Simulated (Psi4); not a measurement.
C2H7AlO, singlet, geometry from GFN2-xTB (such geometries of metal compounds can be far from the true shape); DLPNO-MP2/def2-SVP (Psi4 1.11).

Input for Psi4:
```
memory 2 GB

molecule {
0 1
Al    0.04367935   -0.01071840    0.02948782
C    -1.44752066   -1.34195573    0.04740224
H    -1.11874466   -2.31455965   -0.32848525
H    -2.30192831   -1.03442102   -0.55700306
H    -1.81385232   -1.51596260    1.06270237
C     0.01448756    1.69360541   -1.01483942
H     0.85812912    1.75048597   -1.70790879
H     0.09954629    2.56465910   -0.35957311
H    -0.89618418    1.81920068   -1.60203496
O     1.38167833   -0.33904782    0.93276771
H     2.14997442   -0.52757875    1.45144254
}

set {
  basis def2-svp
}

energy('dlpno-mp2')
print_variables()
```

Problem. Predict the main parts of the log of this Psi4 run.

Solution. 
```
    SCF Algorithm Type (re)set to DF.

   => Loading Basis Set <=

    Name: DEF2-SVP
    Role: ORBITAL
    Keyword: BASIS

         ---------------------------------------------------------
                                   SCF
               by Justin Turney, Rob Parrish, Andy Simmonett
                          and Daniel G. A. Smith
                              RHF Reference
         ---------------------------------------------------------

  ==> Geometry <==

    Molecular point group: c1
    Full point group: C1

    Geometry (in Angstrom), charge = 0, multiplicity = 1:

       Center              X                  Y                   Z               Mass
    ------------   -----------------  -----------------  -----------------  -----------------
         AL           0.002679751958    -0.000657575843     0.001809089544    26.981538530000
         C           -1.488520258042    -1.331894905843     0.019723509544    12.000000000000
         H           -1.159744258042    -2.304498825843    -0.356163980456     1.007825032230
         H           -2.342927908042    -1.024360195843    -0.584681790456     1.007825032230
         H           -1.854851918042    -1.505901775843     1.035023639544     1.007825032230
         C           -0.026512038042     1.703666234157    -1.042518150456    12.000000000000
         H            0.817129521958     1.760546794157    -1.735587520456     1.007825032230
         H            0.058546691958     2.574719924157    -0.387251840456     1.007825032230
         H           -0.937183778042     1.829261504157    -1.629713690456     1.007825032230
         O            1.340678731958    -0.328986995843     0.905088979544    15.994914619570
         H            2.108974821958    -0.517517925843     1.423763809544     1.007825032230

  Running in c1 symmetry.

  Rotational constants: A =      0.19996  B =      0.15885  C =      0.09149 [cm^-1]
  Rotational constants: A =   5994.61720  B =   4762.34991  C =   2742.67902 [MHz]
  Nuclear repulsion =  153.740099931937010

  Charge       = 0
  Multiplicity = 1
  Electrons    = 40
  Nalpha       = 20
  Nbeta        = 20

  ==> Algorithm <==

  SCF Algorithm Type is DF.
  DIIS enabled.
  MOM disabled.
  Fractional occupation disabled.
  Guess Type is SAD.
  Energy threshold   = 1.00e-08
  Density threshold  = 1.00e-08
  Integral threshold = 1.00e-12

  ==> Primary Basis <==

  Basis Set: DEF2-SVP
    Blend: DEF2-SVP
    Number of shells: 47
    Number of basis functions: 95
[...]
  @DF-RHF Final Energy:  -396.46465808844869
    Total Energy =                       -396.4646580884486866
[...]
      Min     =   48 AUX BFs (1 atoms)
      Max     =  248 AUX BFs (7 atoms)

    Projected AOs per Local MO:
      Average =   79 PAOs (8 atoms)
      Min     =   61 PAOs (5 atoms)
      Max     =   95 PAOs (11 atoms)

    Local MOs per Local MO:
      Average =   20 LMOs
      Min     =   20 LMOs
      Max     =   20 LMOs

    Screened 0 of 400 LMO pairs (0.00 %)
             0 pairs met overlap criteria
             116 pairs met energy criteria

    Screened LMO pair energy =  0.000000000000

  ==> Merging LMO Domains into LMO Pair Domains <==

    Auxiliary BFs per Local MO pair:
      Average =  184 AUX BFs (5 atoms)
      Min     =   48 AUX BFs (1 atoms)
      Max     =  290 AUX BFs (10 atoms)

    Local MOs per Local MO pair:
      Average =   20 LMOs
      Min     =   20 LMOs
      Max     =   20 LMOs

    Projected AOs per Local MO pair:
      Average =   90 PAOs (10 atoms)
      Min     =   61 PAOs (5 atoms)
      Max     =   95 PAOs (11 atoms)

    Coefficient sparsity in AO -> LMO transform:   0.00 %
    Coefficient sparsity in AO -> PAO transform:   0.00 %
    Coefficient sparsity in combined transforms:   0.00 %

    Storing transformed LMO/PAO integrals in sparse format.

  ==> Transforming 3-Index Integrals to LMO/PAO basis <==

  ==> Forming Pair Natural Orbitals <==

    Natural Orbitals per Local MO pair:
      Avg:  21 NOs
      Min:   5 NOs
      Max:  48 NOs

    PNO truncation energy = -0.000025323926

  ==> Local MP2 <==

    E_CONVERGENCE = 1.00e-06
    R_CONVERGENCE = 1.00e-06

                     Corr. Energy    Delta E     Max R
  @LMP2 iter   0:  -0.553038377164 -5.530e-01  5.295e-03
  @LMP2 iter   1:  -0.561109914907 -8.072e-03  1.641e-03
  @LMP2 iter   2:  -0.561651675175 -5.418e-04  6.971e-04
  @LMP2 iter   3:  -0.561688076098 -3.640e-05  1.499e-04
  @LMP2 iter   4:  -0.561689762646 -1.687e-06  2.885e-05
  @LMP2 iter   5:  -0.561689837002 -7.436e-08  4.999e-06
  @LMP2 iter   6:  -0.561689840881 -3.880e-09  1.268e-06
  @LMP2 iter   7:  -0.561689841061 -1.793e-10  3.605e-07

  Total DLPNO-MP2 Correlation Energy:  -0.561715164987
    MP2 Correlation Energy:            -0.561689841061
    LMO Truncation Correction:          0.000000000000
    PNO Truncation Correction:         -0.000025323926

  Variable Map:
  ----------------------------------------------------------------------------
[...]
  Array Variable Map:
  ----------------------------------------------------------------------------
[...]
[...]
```
